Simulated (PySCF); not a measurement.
Ga(F)2(OH)(NH3), H4F2GaNO, singlet (B3LYP/def2-SVP optimised geometry):

```
9

Ga    -0.399    -1.284     0.000
F      1.372    -1.284     0.000
F     -1.098    -1.724    -1.567
O     -1.293    -1.676     1.510
H     -1.320    -2.613     1.739
N     -0.775     0.751     0.000
H     -1.256     1.023    -0.861
H      0.095     1.284     0.072
H     -1.372     0.980     0.799
```

Method: B3LYP/def2-TZVP in PySCF 2.14.0.

Task: What are the frontier orbital energies and the dipole moment?

Result: HOMO-2 -9.67 eV, HOMO-1 -8.95 eV, HOMO -8.23 eV, LUMO -0.92 eV, LUMO+1 0.22 eV; dipole moment 4.99 D.

On the same geometry PBE/def2-TZVP in PySCF 2.14.0 gives HOMO-2 -7.91 eV, HOMO-1 -7.47 eV, HOMO -6.71 eV, LUMO -1.41 eV, LUMO+1 -0.31 eV; dipole moment 4.96 D.

Meta-Löwdin charges at B3LYP/def2-TZVP: Ga1 1.15, F2 -0.54, F3 -0.54, O4 -0.75, H5 0.34, N6 -0.47, H7 0.27, H8 0.27, H9 0.27.
